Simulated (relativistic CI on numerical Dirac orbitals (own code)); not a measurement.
**Re4+: resonant inelastic scattering at the O2,3 edge**

Computed with this model: Dirac-Coulomb-Breit CI, separate exchange-only KLI orbitals for each configuration, QED by a radiative potential, valence Slater integrals scaled by 0.8, Kramers-Heisenberg scattering through one core-hole configuration in a parametric crystal field; configurations [Xe] 4f14 5d3 → [Kr] 4d10 4f14 5s2 5p5 5d4; 10 K; core-hole width 1.5 eV; summed over polarisations. Incident energies are the highest absorption maxima for each field (at most a few, so the weaker spin-orbit partner edge can be absent), on the computed scale of the free ion. Intensities are in per cent of the strongest line above 0.02 eV; levels within 1 cm⁻¹ are merged; final levels count from the ground level, the first row holds all elastic scattering, lines under 0.4 are left out and each table stops after 24 rows. The scale of the Slater integrals is a model choice and moves the terms in proportion.

Field parameters in Wybourne normalisation: D4h B²₀ = −7Ds, B⁴₀ = 21(Dq − Dt), B⁴₄ = 21√(5/14) Dq. The field is a parameter set, without covalency.

S is read from ⟨S²⟩ = S(S + 1).

D4h, 10Dq = 23400, Ds = -1500, Dt = 20 cm⁻¹:

```tsv
Final level (eV)	Degeneracy	Irrep	S	47 eV	51.5 eV	58.2 eV
0.000	2	Γ6	1.45	794.3	196.1	233.5
0.021	2	Γ7	1.47	100.0	43.3	19.4
1.229	2	Γ6	0.68	12.5	48.9	49.2
1.566	2	Γ7	0.65	5.0	20.4	33.7
1.596	2	Γ7	0.58	3.2	8.3	9.9
1.675	2	Γ6	0.62	7.0	15.9	15.1
1.836	2	Γ6	0.57	5.2	29.1	44.5
2.595	2	Γ7	1.14	8.4	47.2	32.0
2.765	2	Γ6	1.36	7.1	94.9	42.7
2.794	2	Γ7	1.05	6.7	15.0	22.1
2.813	2	Γ6	1.40	9.0	27.8	9.3
3.006	2	Γ7	1.12	6.1	7.3	22.2
3.085	2	Γ7	1.17	7.6	12.9	10.9
3.118	2	Γ6	1.32	1.9	15.1	18.5
3.200	2	Γ7	1.41	7.3	9.4	16.1
3.373	2	Γ6	0.89	5.2	26.2	16.3
3.733	2	Γ6	1.31	5.4	11.6	13.2
3.800	2	Γ7	1.33	3.0	7.7	10.0
3.827	2	Γ7	1.43	3.3	4.1	12.6
3.910	2	Γ6	1.32	4.8	4.0	16.0
4.203	2	Γ6	0.68	3.2	6.4	14.1
4.432	2	Γ6	1.00	3.1	3.1	29.8
4.456	2	Γ7	0.76	3.7	2.8	10.5
4.497	2	Γ7	0.62	4.2	36.8	15.8
```

D4h, 10Dq = 23400, Ds = -860, Dt = 20 cm⁻¹:

```tsv
Final level (eV)	Degeneracy	Irrep	S	47 eV	51.5 eV	58.2 eV
0.000	2	Γ6	1.46	953.2	206.9	281.6
0.011	2	Γ7	1.46	120.7	46.6	22.1
1.365	2	Γ6	0.67	15.9	53.4	64.1
1.547	2	Γ7	0.67	6.3	20.8	39.9
1.670	2	Γ7	0.56	3.7	8.8	7.9
1.672	2	Γ6	0.59	6.2	15.0	13.5
1.828	2	Γ6	0.57	4.8	36.9	51.9
2.611	2	Γ7	1.07	7.7	45.5	35.1
2.764	2	Γ7	1.03	8.2	21.6	26.0
2.784	2	Γ6	1.25	7.3	100.0	51.8
2.951	2	Γ6	1.41	9.3	21.4	11.2
3.005	2	Γ7	1.13	9.2	8.4	25.4
3.108	2	Γ7	1.29	17.3	19.9	20.9
3.146	2	Γ6	1.30	3.4	14.8	13.2
3.162	2	Γ7	1.35	2.4	6.0	8.5
3.276	2	Γ6	1.07	5.6	35.8	21.6
3.750	2	Γ6	1.31	7.1	9.6	13.5
3.873	2	Γ7	1.34	2.4	5.7	9.8
3.917	2	Γ6	1.35	5.6	5.3	17.7
3.948	2	Γ7	1.43	2.8	4.8	16.2
4.337	2	Γ6	0.75	2.8	7.4	23.7
4.347	2	Γ7	1.18	3.2	4.2	13.5
4.398	2	Γ6	1.18	3.5	3.4	14.7
4.579	2	Γ7	0.65	4.0	31.2	14.5
```

For the first field the strongest loss at the lowest incident energy is the level at 0.02 eV (S = 1.47, against 1.45 in the thermal ground state). Levels of other spin, the first over 8 % at 1.23 eV, appear because spin-orbit coupling of the core hole, and in heavier ions of the valence shell too, mixes spins.
